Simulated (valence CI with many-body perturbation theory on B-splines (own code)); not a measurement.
## Valence orbitals of Sn36+

Computed by valence CI with perturbative core correlation (CI+MBPT): four valence electrons over a frozen Dirac-Fock core [Ne], a basis of 11 s, 11 p, 9 d, 7 f, 5 g, 2 h, 1 i functions for each j, with the one-electron correlation potential Σ1 (screened to all orders), the two-electron term Σ2, the three-electron term Σ3, Breit, model QED; selected single and double excitations, second order for the rest (own B-spline code, finite nucleus).

The last digits are not significant, and no measured levels were compared; by estimate large intervals hold to a few tenths of a per cent, small ones and those within an open d or f shell to about a per cent.

These are the spectroscopic orbitals of the CI (the correlating ones are not listed), shaped by the core and the other valence electrons. h is the expectation value of the core's Dirac-Fock operator, without the valence repulsion; Σ1 is computed up to l = 3 at one energy for each symmetry, that of its lowest orbital but kept below the first core excitation, so for empty shells it is not the orbital's own correlation shift; Breit and QED include the response of the core.

```csv
Orbital,h (hartree),Σ1 (cm⁻¹),Breit (cm⁻¹),QED (cm⁻¹),⟨r⟩ (bohr)
3s1/2,-101.54,-6411,11301,8555,0.3021
4s1/2,-55.117,-2118,4349,3384,0.5620
5s1/2,-34.54,-961,2069,1638,0.9057
6s1/2,-23.659,-523,1155,920,1.329
3p1/2,-98.22,-8132,18759,-179,0.2879
4p1/2,-53.732,-2640,7259,-63.2,0.5540
5p1/2,-33.845,-1208,3527,-29.6,0.9021
6p1/2,-23.262,-660,1984,-16.3,1.330
3p3/2,-95.974,-7556,11372,671,0.2956
4p3/2,-52.821,-2504,4351,269,0.5642
5p3/2,-33.389,-1156,2207,133,0.9150
6p3/2,-23.001,-635,1241,75.8,1.346
3d3/2,-91.72,-9137,8506,-318,0.2567
4d3/2,-51.193,-2509,3036,-110,0.5334
5d3/2,-32.591,-1112,1444,-51.8,0.8903
3d5/2,-91.213,-8630,4002,-23.3,0.2590
4d5/2,-50.974,-2364,1419,8.4,0.5363
5d5/2,-32.478,-1048,686,7.3,0.8938
4f5/2,-50.098,-2091,265,-39.0,0.4720
5f5/2,-32.041,-1021,182,-21.4,0.8342
4f7/2,-50.008,-2041,59.6,10.9,0.4733
5f7/2,-31.994,-994,40.8,4.0,0.8357
5g7/2,-31.897,,5.3,-8.1,0.7380
5g9/2,-31.87,,0.5,6.0,0.7390
```

Among the shells of the start configuration 3s2 3p2, Σ1 is largest in size for 3p1/2, where it is 0.038 % of h.

Lowest root of each symmetry, sizes in configuration state functions:

```tsv
J	Parity	Roots	Reference	Variational	Second order	Change by selected CI (cm⁻¹)	Change by second order (cm⁻¹)
0	even	7	39	17177	38568	-8959	-1
1	even	12	70	39999	115398	-7891	-5
2	even	16	99	40000	202088	-8890	-27
3	even	10	71	39995	237808	-8884	-40
4	even	6	51	39999	219046	-7760	-32
5	even	2	19	23585	137171	-9279	-19
0	odd	3	28	13048	30981	-8904	-3
1	odd	8	72	35729	120026	-9455	-5
2	odd	9	83	39996	148808	-6783	-10
3	odd	5	67	39992	199003	-8218	-17
4	odd	2	41	30046	147974	-11652	-14
```
